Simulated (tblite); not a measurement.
Species: C4H5ClSi.
Numbering: `[SiH3:1][CH:2]=[C:3]=[C:4]=[CH:5][Cl:6]` (hydrogens: H7, H8, H9 on Si1; H10 on C2; H11 on C5)

Computed with GFN2-xTB (tblite), gas phase: L-BFGS steps from a force-field or distance-geometry start until the largest atomic force falls under 0.01 eV/Å.

Step 13: E = -470.3011 eV
```
atom  x, y, z in Å  |  force x, y, z in eV/Å
Si1    -2.1755    0.3784    0.1289   -0.098  -0.098   0.171
C2     -0.8842   -0.9318   -0.2928    0.032   0.041   0.146
C3      0.3871   -0.6171   -0.2214   -0.050  -0.223  -0.022
C4      1.5983   -0.2747   -0.1430   -0.141  -0.117  -0.069
C5      2.8393    0.1285   -0.0510   -0.022  -0.064  -0.080
Cl6     3.2620    1.8032   -0.0430    0.033   0.208   0.096
H7     -2.4690    0.0619    1.5314   -0.115   0.062   0.077
H8     -3.4061    0.2182   -0.6462    0.078  -0.011  -0.102
H9     -1.6234    1.7231    0.0493    0.026   0.039  -0.111
H10    -1.2210   -1.9675   -0.3399    0.262   0.249  -0.057
H11     3.6979   -0.5197    0.0018   -0.005  -0.086  -0.049
```

Step 14: E = -470.3122 eV
```
atom  x, y, z in Å  |  force x, y, z in eV/Å
Si1    -2.1777    0.3784    0.1263   -0.074   0.042   0.159
C2     -0.8786   -0.9309   -0.2738   -0.061   0.058   0.106
C3      0.3938   -0.6270   -0.2206   -0.133  -0.167  -0.021
C4      1.6020   -0.2808   -0.1526    0.011  -0.024  -0.049
C5      2.8405    0.1303   -0.0608   -0.055  -0.147  -0.072
Cl6     3.2556    1.8015   -0.0036    0.045   0.258   0.074
H7     -2.4725    0.0623    1.5289   -0.134   0.078   0.066
H8     -3.4053    0.2178   -0.6620    0.149  -0.018  -0.051
H9     -1.6314    1.7339    0.0399   -0.024  -0.108  -0.094
H10    -1.2169   -1.9620   -0.3143    0.203   0.121  -0.088
H11     3.6960   -0.5210   -0.0335    0.072  -0.093  -0.031
```

Step 15: E = -470.3210 eV
```
atom  x, y, z in Å  |  force x, y, z in eV/Å
Si1    -2.1810    0.3790    0.1274   -0.045   0.135   0.126
C2     -0.8751   -0.9283   -0.2547   -0.106   0.092   0.062
C3      0.3988   -0.6383   -0.2200   -0.123  -0.056  -0.014
C4      1.6046   -0.2868   -0.1622    0.099   0.050  -0.029
C5      2.8411    0.1296   -0.0708   -0.046  -0.126  -0.055
Cl6     3.2504    1.8039    0.0317    0.024   0.159   0.049
H7     -2.4788    0.0643    1.5288   -0.153   0.090   0.072
H8     -3.4016    0.2171   -0.6769    0.189  -0.028  -0.010
H9     -1.6386    1.7410    0.0298   -0.052  -0.195  -0.072
H10    -1.2091   -1.9551   -0.2948    0.096  -0.055  -0.105
H11     3.6948   -0.5237   -0.0642    0.118  -0.064  -0.023
```

Step 16: E = -470.3278 eV
```
atom  x, y, z in Å  |  force x, y, z in eV/Å
Si1    -2.1845    0.3801    0.1328   -0.022   0.141   0.093
C2     -0.8740   -0.9242   -0.2400   -0.103   0.078   0.016
C3      0.4015   -0.6468   -0.2199   -0.065   0.062  -0.007
C4      1.6060   -0.2899   -0.1698    0.094   0.074  -0.010
C5      2.8415    0.1279   -0.0780   -0.015  -0.068  -0.034
Cl6     3.2466    1.8074    0.0512    0.004   0.032   0.030
H7     -2.4872    0.0681    1.5326   -0.163   0.095   0.081
H8     -3.3951    0.2161   -0.6864    0.184  -0.039   0.007
H9     -1.6427    1.7407    0.0214   -0.048  -0.185  -0.051
H10    -1.2003   -1.9494   -0.2898   -0.004  -0.167  -0.097
H11     3.6937   -0.5275   -0.0800    0.138  -0.025  -0.027
```

Task: Estimate the geometry and energy of step 17. (The exact step hangs on the optimiser's Hessian estimate; all steps are aligned on step 16, rigid shifts and turns removed.)

Result: E = -470.3344 eV, largest force 0.211 eV/Å
```
atom  x, y, z in Å  |  force x, y, z in eV/Å
Si1    -2.1883    0.3816    0.1424    0.001   0.070   0.065
C2     -0.8746   -0.9189   -0.2270   -0.064  -0.004  -0.039
C3      0.4027   -0.6516   -0.2199   -0.007   0.168  -0.002
C4      1.6068   -0.2901   -0.1766    0.043   0.060   0.014
C5      2.8423    0.1255   -0.0835    0.032  -0.007  -0.012
Cl6     3.2429    1.8113    0.0599   -0.006  -0.092   0.018
H7     -2.4992    0.0743    1.5401   -0.165   0.096   0.091
H8     -3.3849    0.2146   -0.6924    0.133  -0.051   0.002
H9     -1.6448    1.7343    0.0134   -0.014  -0.088  -0.030
H10    -1.1910   -1.9455   -0.2965   -0.076  -0.185  -0.064
H11     3.6938   -0.5328   -0.0857    0.123   0.033  -0.043
```

The energy changes by -0.0066 eV. The first-order estimate −F·Δx gives -0.0093 eV and the mean of the old and new forces, exact on a quadratic surface, -0.0066 eV. The step makes an angle of 58° with the force vector and moves no atom by more than 0.015 Å.

The cost below is that of the whole relaxation. The run took 0.37 s of wall time on one thread, Arm Neoverse V1 (aarch64), on a shared host.
